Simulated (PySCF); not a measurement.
The PySCF input:
```python
from pyscf import gto, scf
from pyscf.geomopt import geometric_solver
from pyscf.hessian import thermo

mol = gto.Mole()
mol.atom = '''
    F     1.20128494   -0.26998230   -0.10520923
    N    -0.00409592    0.00512297    0.45871637
    F    -0.36627944    1.17242234   -0.13531499
    F    -0.83181978   -0.90642457   -0.11625518
'''
mol.basis = 'sto-3g'
mol.verbose = 3
mol.build()

def method(m):
    mf = scf.RHF(m)
    return mf

conv, mol_eq = geometric_solver.kernel(method(mol), maxsteps=100, convergence_set='GAU_TIGHT')
print('optimisation converged:', conv)
print(mol_eq.tostring(format='xyz'))
mf = method(mol_eq)
mf.kernel()
hess = mf.Hessian().kernel()
freq = thermo.harmonic_analysis(mf.mol, hess)
thermo.dump_normal_mode(mf.mol, freq)
th = thermo.thermo(mf, freq['freq_au'], 298.15, 101325)
thermo.dump_thermo(mf.mol, th)
```

What does this run give for the number of basis functions, HOMO energy, dipole moment?


The number of basis functions is 20, the HOMO energy is -10.69 eV and the dipole moment is 0.40 D.
